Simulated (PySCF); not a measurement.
This PySCF input asks for the NMR shieldings of `O=COc1ncon1`, C3H2N2O3; the geometry comes from GFN2-xTB.

```python
import basis_set_exchange as bse
import numpy as np
from pyscf import gto, dft
from pyscf.prop import nmr

atoms = """
O     1.778984    1.042916    1.180394
C     2.092655    0.482772    0.185317
O     1.305850   -0.285834   -0.600415
C    -0.008267   -0.379740   -0.348853
N    -0.790546    0.651398    0.077100
C    -1.961192    0.106046    0.123501
O    -1.953469   -1.169170   -0.244885
N    -0.675394   -1.485859   -0.550601
H     3.099111    0.467645   -0.260554
H    -2.878848    0.574478    0.416468
"""
names = dict.fromkeys(["O", "C", "N", "H"], "pcSseg-1")
basis = {el: gto.basis.parse(bse.get_basis(n, elements=[el], fmt="nwchem")) for el, n in names.items()}
mol = gto.M(atom=atoms, basis=basis, charge=0, verbose=0)
mf = dft.RKS(mol, xc="PBE0")
mf.grids.level = 2
mf.grids.alignment = dft.numint.BLKSIZE   # the property module wants whole blocks of grid points
mf.conv_tol = 1e-9
mf.kernel()

calc = nmr.RKS(mf)   # GIAO
C = mf.mo_coeff
Co = C[:, mf.mo_occ > 0]
resp = mf.gen_response(singlet=True, hermi=2)
def vind(x):   # induced exchange potential for any number of trial vectors
    d = np.einsum("pi,xij,qj->xpq", C, 2 * x.reshape(-1, C.shape[1], Co.shape[1]), Co, optimize=True)
    return np.einsum("xpq,pi,qj->xij", resp(d - d.transpose(0, 2, 1)), C, Co, optimize=True).ravel()
mo1, _ = nmr.rhf.solve_mo1(calc, with_cphf=vind)
sigma = calc.kernel(mo1)
for i, s in enumerate(sigma):   # ppm
    w = np.linalg.eigvalsh((s + s.T) / 2)
    print("%2d %-2s iso %8.1f  s11 %8.1f  s22 %8.1f  s33 %8.1f" % (i, mol.atom_pure_symbol(i), w.mean(), *w))
```

Q: What are the results?

A: 
```
 0 O  iso   -140.2  s11   -455.4  s22   -258.3  s33    293.0
 1 C  iso     28.0  s11    -87.2  s22     71.0  s33    100.2
 2 O  iso    108.7  s11    -40.2  s22    146.1  s33    220.3
 3 C  iso      9.3  s11    -83.5  s22     44.4  s33     66.8
 4 N  iso    -11.4  s11   -181.1  s22    -60.1  s33    207.1
 5 C  iso     15.8  s11    -60.1  s22     15.8  s33     91.8
 6 O  iso    -63.3  s11   -222.9  s22   -101.1  s33    134.2
 7 N  iso   -104.0  s11   -312.7  s22    -91.3  s33     91.8
 8 H  iso     23.5  s11     19.0  s22     23.6  s33     27.8
 9 H  iso     23.1  s11     20.6  s22     23.8  s33     25.0
```

These numbers come from an equivalent density-fitted implementation of the same equations, which agrees with the script to about 0.01 ppm for H and up to a few tenths of a ppm for heavy atoms, so last digits may differ.

Size and cost of the density-fitted run: 146 basis functions, 13 s wall time on 1 thread of an Arm Neoverse V1, shared host; peak memory 0.69 GiB.
